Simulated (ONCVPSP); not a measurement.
What one change does to a pseudopotential (scandium, ONCV)

scandium (Sc), optimised norm-conserving Vanderbilt (ONCV), made with ONCVPSP 4.0.1 (PBE, scalar-relativistic). Core [Ne] 3s2, reference 3p6 3d1 4s1 (charge +1). Waves: 4s: rc 2.35 bohr, ncon 4, nbas 8, qcut 2.2 1/bohr, 3 projectors, debl 1 Ha; 3p: rc 1.85 bohr, ncon 5, nbas 9, qcut 7.2 1/bohr, 2 projectors, debl 2.5 Ha; 3d: rc 1.55 bohr, ncon 4, nbas 9, qcut 12.1 1/bohr, 2 projectors, debl 3.4 Ha. Local part: polynomial inside 1.40 bohr (lpopt 3, dvloc0 0 Ha). Core correction: Teter function, fcfact 5.25, rcfact 1.65.

Change: core [Ne], valence charge 11; reference 3s2 3p6 3d1 4s2; waves now 3s+4s: rc 2.10 bohr, ncon 3, nbas 8, qcut 5.6 1/bohr, 3 projectors, debl 0.7 Ha; 3p: rc 1.55 bohr, ncon 5, nbas 9, qcut 7.4 1/bohr, 2 projectors, debl 0.5 Ha; 3d: rc 2.40 bohr, ncon 5, nbas 10, qcut 5.6 1/bohr, 1 projector; local potential polynomial inside 1.25 bohr (lpopt 3, dvloc0 4 Ha). In the p channel the program set the typed energies aside and used -1.236, 0.250 Ha.

Cutoffs: the cutoffs (Ha) at which the residual kinetic energy of the hardest occupied pseudo-wave falls to 1 and 0.1 mHa per electron; they do not see the model core or the augmentation charge, which bear on the density cutoff. Errors are all-electron minus pseudo energies relative to the spin-unpolarised reference configuration.

Problem. What does the change do?

Solution. The potential gets softer (43 Ha and 51 Ha → 17 Ha and 32 Ha); the bound ghost in s disappears; the number of tests with a reliable result goes from 4 to 3. Several settings change at once here, so the effects cannot be laid on one of them.

```csv
quantity,base,changed
"cutoff, loose",43 Ha,17 Ha
"cutoff, tight",51 Ha,32 Ha
loose cutoff by channel,"s 2.8 Ha, p 17 Ha, d 43 Ha","s 6.9 Ha, p 17 Ha, d 14 Ha"
bound ghosts,s,none
GHOST(+) flags under 300 eV,s at 89.0 eV,none
tests with a reliable result,4 of 4,3 of 4
"rms error of d²Exc/dni dnj with the model core, mHa",1.57,3.27
```

 A true bound ghost makes a file unfit for plane-wave use even where its test errors are small: the radial tests pick states by their node count and pass the ghost by.
